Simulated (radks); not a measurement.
Initial-state core-level shifts of the sulfur ion S2+ when its valence configuration changes from [Ne] 3s2 3p2. Calculated with a radial shooting solver on a logarithmic mesh with Libxc functionals: scalar-relativistic Kohn-Sham, PBEsol, spin-polarised, spherical densities, point nucleus; open shells are filled with parallel spins first. Shifts are changes of the shell-averaged eigenvalues in eV (positive: less bound).

\begin{tabular}{lrrr}
valence & 1s & 2s & 2p \\ \hline
3p4 & -2.490 & -2.524 & -2.478 \\
3s1 3p3 & -0.540 & -0.652 & -0.621 \\
3s1.5 3p2.5 & -0.345 & -0.392 & -0.377 \\
\end{tabular}
